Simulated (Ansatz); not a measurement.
Ansatz (a program for electronic structure) input (HSE06/def2-TZVPD):

Ansatz 0.2 input:
```yaml
crystal:
  periodic: [false, false, false]
  atoms:
    - {symbol: Al, position_ang: [-0.00000000, -0.00000000, -1.70357231]}
    - {symbol: Br, position_ang: [0.00000000, 0.00000000, 0.63275543]}
basis:
  gaussian:
    orbitals: def2-TZVPD
hamiltonian:
  xc: {name: HSE06}
output: {forces: true}
```

Output:

```
Functional definition: HSE06
integrals: 0.04 GiB planned
766 factors; their error is unknown
integrals: 0.07 GiB planned
51 factors; integrals over basis functions are off by at most 1.8e-4 eV
mean field: 0.33 GiB planned
mean field evaluation 1: about -76632.6687 eV, gradient 1.1e1 eV
mean field evaluation 2: about -76632.2109 eV, gradient 1.8e1 eV
mean field evaluation 4: about -76633.1729 eV, gradient 5.2e-1 eV
mean field evaluation 8: about -76633.5036 eV, gradient 6.7e-2 eV
mean field -76633.50357768 eV, -2816.2293124254 hartree, gradient 1.4e-5 eV, S^2 0.000000; 0 other end points of the search recorded, 0 dependent functions left out
the calculation of the forces begins
reference -76633.50361279 eV, -2816.2293137157 hartree; 24, 24 occupied and 76, 76 virtual orbitals, 766 factors
Total energy: -76633.50361279 eV, -2816.2293137157 hartree
Atom 0 at    -0.000000    -0.000000    -1.703572 Å, force    -0.000000     0.000000     0.160811 eV/Å
Atom 1 at     0.000000     0.000000     0.632755 Å, force     0.000000     0.000000    -0.160811 eV/Å
Dipole moment:    -0.000000    -0.000000    -0.383491 e Å
```
